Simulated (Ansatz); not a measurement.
Gas-phase electronic energies from Ansatz, PBE0-D4/def2-TZVP geometries. CBS: MP2 limit from def2 TZ/QZ plus the TZ coupled-cluster correction, frozen cores. This one scheme is used for every species. DFT in def2-TZVPP. For Br outer-core shells are correlated without core-valence functions, which leaves a few kJ/mol of doubt a bond. Scalar relativity is left out up to krypton. Each species was taken in one conformer, which may not be the lowest.

`CCB(O)Br` + H₂S → `CCB(O)S` + HBr  (ligand exchange at a B–Br bond)

`CCB(O)Br`:

```xyz
11

C     0.434    0.089    1.389
C     0.536   -0.079   -0.123
B    -0.771    0.176   -0.950
O    -1.128   -0.518   -2.050
Br   -1.984    1.605   -0.464
H     1.400   -0.076    1.871
H     0.092    1.092    1.649
H    -0.279   -0.619    1.820
H     0.931   -1.074   -0.367
H     1.280    0.630   -0.515
H    -0.510   -1.225   -2.261
```

H₂S:

Z-matrix (Å, degrees):
```
S
H 1 1.341
H 1 1.341 2 92.3
```

`CCB(O)S`:

```xyz
12

C    -1.165    0.985    0.613
C     0.060    0.080    0.678
B     0.520   -0.519   -0.699
O    -0.175   -0.212   -1.825
S     1.969   -1.624   -0.847
H    -0.990    1.841   -0.041
H    -1.433    1.367    1.601
H    -2.030    0.451    0.214
H     0.909    0.620    1.116
H    -0.119   -0.754    1.369
H     0.158   -0.611   -2.632
H     2.297   -1.625    0.453
```

HBr:

Z-matrix (Å, degrees):
```
Br
H 1 1.420
```

| species | PBE0-D4 energy (Eh) |
| --- | --- |
| `CCB(O)Br` | -2753.72360 |
| H₂S | -399.26288 |
| `CCB(O)S` | -578.52417 |
| HBr | -2574.45906 |

**Question.** Work out ΔE.

**Answer.** ΔE = (-578.52417) + (-2574.45906) − (-2753.72360) − (-399.26288) = 0.00325 Eh = +2.0 kcal/mol. CCSD(T)/CBS gives +3.2 kcal/mol.

Largest T1 diagnostic among the species: 0.012.

Leaving LDA and LC-ωPBE aside and taking each functional with its dispersion term where it has one, the values, not all of them listed here, spread over 1.6 kcal/mol, from revPBE-D4 to BHLYP-D4. At CCSD(T), def2-SVP lies −1.7 kcal/mol from the extrapolated value and def2-TZVPP −0.3 kcal/mol.
